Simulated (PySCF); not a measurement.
**Löwdin shares of the frontier orbitals**

C₅H₈OSi.
Cartesian coordinates in Å at the GFN2-xTB level; atoms count from 1:
```xyz
15
C5H8OSi angstrom
C     -0.8088    2.0612   -0.0462
C     -0.2312    0.8785    0.1616
C      1.2047    0.7119   -0.0218
C      1.8204   -0.4461   -0.2570
O      1.2221   -1.6501   -0.3758
Si    -0.4038   -1.8594   -0.3250
C     -1.0174   -0.3215    0.6091
H     -0.2391    2.9229   -0.3511
H     -1.8694    2.2037    0.0736
H      1.8053    1.6084    0.0013
H      2.8934   -0.5085   -0.3900
H     -0.5490   -3.1055    0.4126
H     -0.9237   -1.8900   -1.6927
H     -0.8246   -0.4681    1.6763
H     -2.0835   -0.1294    0.5034
```

The calculation used TDDFT wB97X-D/def2-SVPD, vertical, gas phase, core orbitals frozen in the response (PySCF).

Kohn–Sham orbitals with the atoms that hold most of them (Löwdin shares over 4%, at most four atoms; ? is withheld):

```json
{"orbital": "LUMO+2", "ε (eV)": "2.20", "atoms": "Si6 35%, H12 12%, H13 11%, O5 10%"}
{"orbital": "LUMO+1", "ε (eV)": "2.13", "atoms": "Si6 32%, C1 8%, C3 8%, C4 8%"}
{"orbital": "LUMO", "ε (eV)": "1.09", "atoms": "?"}
{"orbital": "HOMO", "ε (eV)": "?", "atoms": "?"}
{"orbital": "HOMO-1", "ε (eV)": "-9.79", "atoms": "C7 18%, C2 15%, O5 14%, C3 13%"}
{"orbital": "HOMO-2", "ε (eV)": "-11.03", "atoms": "O5 25%, C7 16%, Si6 13%, C2 9%"}
{"orbital": "HOMO-3", "ε (eV)": "-11.48", "atoms": "C2 14%, C7 12%, C3 12%, Si6 10%"}
```

(1) Which atoms hold the LUMO, and with what shares?

(2) Which atoms hold the HOMO, and with what shares?

(3) What is the HOMO energy, and the HOMO–LUMO gap?

Results:

(1) C1 (bonded to C and 2 H) 22%; C4 (bonded to C, O and H) 18%; C2 (bonded to 3 C) 18%; C3 (bonded to 2 C and H) 10%.

(2) C1 (bonded to C and 2 H) 22%; C3 (bonded to 2 C and H) 20%; C4 (bonded to C, O and H) 18%; C2 (bonded to 3 C) 14%.

(3) ε(HOMO) = -8.01 eV; the gap is 9.10 eV (0.3344 hartree).

**Question.** How does S1 compare with the orbital gap of 9.10 eV?

**Answer.** S1 is at 5.32 eV (f = 0.378), 3.78 eV below the gap, made of HOMO→LUMO (94%). 

**Question.** One configuration dominates each of S1 and S2. Which, and how do the shares of the two leading atoms of either orbital change from the occupied to the empty one?

**Answer.** 
- S1 (5.32 eV, f 0.378), HOMO→LUMO (94%): C1 22% → 22%, C3 20% → 10%, C4 18% → 18%
- S2 (6.07 eV, f 0.019), HOMO→LUMO+1 (75%): C1 22% → 8%, C3 20% → 8%, Si6 at most 15% → 32%

Löwdin shares depend on the basis, the more so with diffuse functions.

One conformer stands for the species.
